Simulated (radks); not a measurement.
All-electron atom: La42+ in [Ne] 3s2 3p3.

Method: scalar-relativistic Kohn-Sham, exchange-only PBE, spin-polarised, spherical densities, finite nucleus; open shells are filled with parallel spins first (spin-orbit coupling, left out, can overturn this in heavy ions); Fermi nuclear charge, rms radius 4.855 fm; computed with a radial shooting solver on a logarithmic mesh with Libxc functionals.

Energy parts (eV):
| part | energy |
|---|---|
| total | -187744.66 |
| kinetic | 200736.33 |
| electron-nucleus | -408972.24 |
| Hartree | 23656.85 |
| exchange | -3165.61 |

Orbitals (lengths in bohr, moments of r in powers of bohr; <r^-3> diverges for s and p1/2; r(90%) holds 90 % of the orbital's charge):
orbital	occ.	eigenvalue (eV)	<r>	r(90%)	<r^2>	<r^-3>
1s up	1	-41383.85	0.02506	0.0452	0.0008533	-
1s down	1	-41375.95	0.02506	0.0452	0.0008531	-
2s up	1	-8687.317	0.1061	0.164	0.01324	-
2s down	1	-8681.312	0.1060	0.163	0.01322	-
2p up	3	-8073.781	0.09281	0.151	0.01047	7684
2p down	3	-8065.312	0.09279	0.150	0.01046	7679
3s up	1	-3414.700	0.2577	0.374	0.07553	-
3s down	1	-3387.187	0.2582	0.375	0.07585	-
3p up	3	-3224.361	0.2502	0.370	0.07222	1973
3p down	0	-3196.878	0.2507	0.371	0.07251	1969
3d up	0	-3009.787	0.2208	0.336	0.05619	286.9
3d down	0	-2987.035	0.2205	0.336	0.05608	289.4
4s up	0	-1796.890	0.4821	0.678	0.2614	-
4s down	0	-1787.042	0.4835	0.680	0.2629	-
4p up	0	-1718.790	0.4809	0.683	0.2620	766.3
4p down	0	-1709.158	0.4823	0.685	0.2637	765.2
4f up	0	-1578.846	0.4034	0.586	0.1815	34.24
4f down	0	-1561.950	0.4073	0.592	0.1850	33.41

The highest occupied level is 3p up at -3224.4 eV. The density falls to 0.001 e/bohr^3 at r = 0.73 bohr. Summed over all electrons, <r^2> = 0.4590 bohr^2, which gives a Langevin (diamagnetic) susceptibility term of -0.364 x 10^-6 cm^3/mol. For comparison, the ionisation energy in NIST's Atomic Spectra Database is 3222 eV (theoretical). In exact Kohn-Sham theory the highest level is minus the ionisation energy, but local and semilocal functionals leave it too shallow, through self-interaction and a potential that decays too fast; potentials with the right tail come closer. The spin density at the nucleus is -20.12 e/bohr^3 (1s -42.12, 2s -0.31, 3s 22.31). Spin moment in Bohr magnetons: 3.
